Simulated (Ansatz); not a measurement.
Species: ReO, net charge 0, quartet state. The spin state was set by rule; other spins were not relaxed. 
Coordinates optimised at B3LYP-D3(BJ)/def2-TZVP (Ansatz, a quantum-chemistry and plane-wave program):
SMILES: [O]=[Re]
```xyz
2

Re     0.0000     0.0000    -0.1628
O      0.0000     0.0000     1.5259
```
Charge 0, spin multiplicity 4.

Basis-set convergence of Hartree-Fock and CCSD correlation energies (hartree) with Ansatz. Correlated levels leave the core frozen unless marked. UHF or UKS for open shells. No spin-orbit coupling. The frozen core is the preceding noble-gas configuration, with the filled d and f shells of earlier blocks. Past Kr the def2 sets carry scalar-relativistic core potentials.

The UHF reference is spin-contaminated (<S^2> 0.75 over the pure value in the largest basis). The T1 diagnostic of CCSD in the largest basis is 0.098, which is high, so the coupled-cluster rows are less sure than usual.

| basis | functions | E(HF) | E(corr, CCSD) |
|---|---|---|---|
| def2-SVPD | 58 | -152.26458 | -0.35076 |
| def2-TZVPPD | 99 | -152.36994 | -0.42098 |
| def2-QZVPPD | 157 | -152.37402 | -0.44296 |

Extrapolating the two largest sets (X = 3 and 4) as X^-3: E(corr) = (64·(-0.44296) - 27·(-0.42098))/37 = -0.4590 Eh, an estimate of the basis-set limit. The largest set recovers 96.5 % of it, the smallest 76.4 %.
